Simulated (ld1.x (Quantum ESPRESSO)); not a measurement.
## In (Z = 49): variants of one ultrasoft potential

Base potential:

| Property | Result |
| --- | --- |
| Element | indium (In) |
| Generator | ld1.x (Quantum ESPRESSO) 7.5 |
| Type | ultrasoft |
| Functional | BLYP |
| Relativity | scalar-relativistic |
| Frozen core | [Kr] |
| Valence charge | 13 |
| Reference configuration | 4d10 5s1 5p2 |
| Partial waves | 5s (bound): rcut 1.95, rcutus 2.10 bohr; 5s channel at -0.3 Ry: rcut 1.95, rcutus 2.10 bohr; 5p (bound): rcut 2.15, rcutus 2.70 bohr; 5p channel at 0.4 Ry: rcut 2.15, rcutus 2.70 bohr; 4d (bound): rcut 1.35, rcutus 1.65 bohr; 4d channel at -0.25 Ry: rcut 1.35, rcutus 1.65 bohr |
| Local potential | all-electron potential smoothed inside 1.35 bohr (lloc = -1) |
| Core correction | a·sin(br)/r model core inside 1.55 bohr |
| Augmentation charge | built from norm-conserving waves at rcut, not smoothed further |

Cutoffs, loose and tight: the cutoffs (Ry, on a coarse ladder) from which the occupation-weighted sum of valence levels, in a spherical-Bessel basis at the reference potential, stays within 10 and 1 mRy of its value at 400 Ry. They do not see the model core or the augmentation charge, which bear on the density cutoff. Test errors are all-electron minus pseudo excitation energies from the reference, over the configurations 4d10 5s2 5p1; 4d10 5s2 5p0; 4d10 5s1 5p0; 4d10 5s2 5p1.3; 4d9 5s2 5p1; 4d9 5s0 5p0; 4d10 5s1 5p1. A dash means not determined; rows that change the core or the reference have their own tests. The largest error is taken over the tests solved by every variant that gives reliable tests at all: 4d10 5s1 5p0; 4d10 5s2 5p0; 4d10 5s2 5p1; 4d10 5s2 5p1.3.

A true bound ghost makes a file unfit for plane-wave use even where its test errors are small: the radial tests pick states by their node count and pass the ghost by.

Cutoffs are not given where the Bessel-basis levels miss the radial ones by over 6 mRy, ghosts where they miss by over 20 mRy; a channel whose overlap is not positive is not tested.

| change | outcome | cutoff, loose | cutoff, tight | bound ghosts | largest test error (meV) |
| --- | --- | --- | --- | --- | --- |
| base | generated | 40 Ry | 70 Ry | s, p | -10 |
| local potential all-electron potential smoothed inside 1.55 bohr (lloc = -1) | generated | 40 Ry | 70 Ry | s | -10 |
| wave 5s channel at -0.3 Ry: rcut 1.95, rcutus 2.10 bohr becomes 5s channel at -0.33 Ry: rcut 1.95, rcutus 2.10 bohr | generated | 40 Ry | 70 Ry | s, p | -10 |
| waves 5s (bound): rcut 1.95, rcutus 2.08 bohr; 5s channel at -0.3 Ry: rcut 1.95, rcutus 2.08 bohr | generated | 40 Ry | 70 Ry | s, p | -10 |
| waves 4d (bound): rcut 0.98, rcutus 1.04 bohr; 4d channel at -0.25 Ry: rcut 0.98, rcutus 1.04 bohr | generated | 100 Ry | 180 Ry | s, p | -10 |
| core correction a·sin(br)/r model core inside 1.28 bohr | generated | 40 Ry | 70 Ry | s, p | -11 |
| functional LDA (PZ) | generated | 40 Ry | 70 Ry | s, p | -11 |
| core [Ar] 3d10, valence charge 21; reference 4s2 4p6 4d10 5s2 5p0; waves now 4s (bound): rcut 1.10, rcutus 1.20 bohr; 5s (bound): rcut 1.10, rcutus 1.20 bohr; 4p (bound): rcut 1.20, rcutus 1.35 bohr; 5p (bound): rcut 1.20, rcutus 1.35 bohr; 4d (bound): rcut 1.20, rcutus 1.45 bohr; 4d channel at -0.25 Ry: rcut 1.20, rcutus 1.45 bohr; local potential all-electron potential smoothed inside 1.00 bohr (lloc = -1); core correction Bessel-smoothed model core inside 0.55 bohr | generated, misses its reference levels by 1.92 eV | – | – | not determined | +5214 |

Problem. What comes out with this change to the base: type TM; waves now 5p (bound): rc 2.70 bohr; 4d (bound): rc 1.65 bohr; 5s (bound): rc 2.10 bohr; local potential the s channel?

Solution. outcome: generated; cutoff, loose: 80 Ry; cutoff, tight: 120 Ry; bound ghosts: none; largest test error (meV): -9.6.

Problem. What comes out with this change to the base: all radii but the core radius scaled by about 1.23 (s 2.58, p 3.32, d 2.04 bohr, rcut 2.40/2.64/1.66); local potential all-electron potential smoothed inside 1.66 bohr (lloc = -1)?

Solution. outcome: generated; bound ghosts: s; largest test error (meV): -14.

Problem. What comes out with this change to the base: local potential all-electron potential smoothed inside 2.46 bohr (lloc = -1)?

Solution. outcome: generated; cutoff, loose: 45 Ry; cutoff, tight: 70 Ry; bound ghosts: none; largest test error (meV): -11.
